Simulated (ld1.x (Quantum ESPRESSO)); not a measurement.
# nitrogen (N): one change to an RRKJ potential, before and after

* Element: N (Z = 7)
* Generator: ld1.x (Quantum ESPRESSO) 7.5
* Type: norm-conserving RRKJ (Kleinman–Bylander form)
* Functional: Wu–Cohen
* Relativity: scalar-relativistic
* Frozen core: [He]
* Valence charge: 5
* Reference configuration: 2s2 2p2.75 (charge +0.25)
* Partial waves: 2s (bound): rc 0.75 bohr; 2p (bound): rc 1.60 bohr; 3d channel at -0.15 Ry: rc 1.60 bohr
* Local potential: all-electron potential smoothed inside 1.10 bohr (lloc = -1)
* Core correction: a·sin(br)/r model core inside 0.60 bohr
* rho0: 0.001

All-electron outer shells of the reference configuration (Wu–Cohen, scalar-relativistic, ld1.x):

| shell | level (eV) | outermost node (bohr) | outermost maximum (bohr) |
| --- | --- | --- | --- |
| 1s | -387.69 | – | 0.15 |
| 2s | -21.64 | 0.32 | 1.00 |
| 2p | -10.12 | – | 0.96 |

Change: wave 2s (bound): rc 0.75 bohr becomes 2s (bound): rc 0.92 bohr.

Cutoffs: the cutoffs (Ry, on a coarse ladder) from which the occupation-weighted sum of valence levels, in a spherical-Bessel basis at the reference potential, stays within 10 and 1 mRy of its value at 400 Ry; they do not see the model core or the augmentation charge, which bear on the density cutoff. Errors are all-electron minus pseudo energies relative to the spin-unpolarised reference configuration.

Question: What does the change do?

Answer: The potential gets softer (230 Ry and 300 Ry → 100 Ry and 140 Ry); the errors of the 7 common tests hardly move; neither file shows a bound ghost. A larger radius leaves more room for a smooth pseudo-wave, so fewer plane waves are needed.

```tsv
quantity	base	changed
cutoff, loose	230 Ry	100 Ry
cutoff, tight	300 Ry	140 Ry
loose cutoff by channel (10 mRy a level)	s 180 Ry, p 35 Ry	s 90 Ry, p 35 Ry
bound ghosts	none	none
error for 2s2 2p3, meV [ΔE -2.14 eV]	+0.5	+0.4
error for 2s2 2p2, meV [ΔE 11.42 eV]	+13	+12
error for 2s2 2p1, meV [ΔE 40.24 eV]	+171	+163
error for 2s2 2p3.3, meV [ΔE -3.75 eV]	+1.3	+1.1
error for 2s2 2p2.5, meV [ΔE 2.94 eV]	+0.7	+0.7
error for 2s1 2p0, meV [ΔE 164.87 eV]	+1372	+1349
error for 2s2 2p0, meV [ΔE 87.23 eV]	+795	+759
s: phases at 1.75 bohr within 0.05 rad from the reference energy up to (Ry; the scan ends near 5)	4.3	4.6
p: phases at 1.75 bohr within 0.05 rad from the reference energy up to (Ry; the scan ends near 5)	3.1	3.1
d: phases at 1.75 bohr within 0.05 rad from the reference energy up to (Ry; the scan ends near 5)	to the end of the scan	to the end of the scan
```
